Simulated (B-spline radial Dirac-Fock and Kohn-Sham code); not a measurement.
# What relativity does to the binding energies of Tm²⁺

System: thulium as Tm²⁺, [Xe] 4f13.

Both columns are ΔSCF binding energies of the configuration average from a radial atomic solver: non-relativistic Hartree-Fock with a point nucleus, and Dirac-Fock with a finite nucleus and the Coulomb interaction alone, averaged over the two j levels with weights 2j+1.

```
shell  Hartree-Fock (eV)  Dirac-Fock (eV)  shift (eV)  shift (%)
   1s            55521.6          59678.6    +4157.08      +7.49
   2s             9081.4          10170.3    +1088.98     +11.99
   2p             8654.9           9011.6     +356.64      +4.12
   3s             2068.9           2333.9     +265.02     +12.81
   3p             1874.7           1973.1      +98.40      +5.25
   3d             1516.6           1503.6      -13.07      -0.86
   4s              427.6            491.7      +64.02     +14.97
   4p              348.1            370.9      +22.72      +6.53
   4d              205.1            202.6       -2.51      -1.23
   4f              25.91            20.88       -5.03     -19.43
   5s              68.07            77.12       +9.06     +13.31
   5p              44.60            46.62       +2.02      +4.53
```

Relativity binds 1s, 2s, 2p, 3s, 3p, 4s, 4p, 5s, 5p more strongly, among those listed most of all 4s in relative terms, and 3d, 4d, 4f more weakly, because the contracted s and p shells screen the nucleus better.

Values without a named source are computed, but for edge energies of neutral atoms, which are taken from tables.
